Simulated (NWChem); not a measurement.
# Total energies of aminoborane (H$_{4}$BN)

```xyz
6

B      0.0000     0.0000     0.7762
N      0.0000     0.0000    -0.6112
H     -1.0575     0.0000     1.3645
H      1.0575     0.0000     1.3645
H      0.8464     0.0000    -1.1658
H     -0.8464     0.0000    -1.1658
```
Charge 0, spin multiplicity 1.

Program: NWChem. Structure: optimised with PBE0/def2-SVP, a minimum by its harmonic frequencies. It is one conformer; others weren't searched.

Basis set: cc-pVTZ (116 functions).

```
method   total energy (Ha)
-------  -----------------
RHF              -81.52598
MP2              -81.85382
B2PLYP           -81.99512
PBE              -81.94860
B3LYP            -82.08063
PBE0             -81.96180
CCSD(T)          -81.88907
```

Total energies of different functionals aren't comparable as a measure of quality: only differences taken within one method are. 

The correlated methods keep 2 core orbitals frozen. B3LYP has NWChem's definition, with VWN1-RPA local correlation. Coupled-cluster values serve here as a point of comparison, not as the truth.
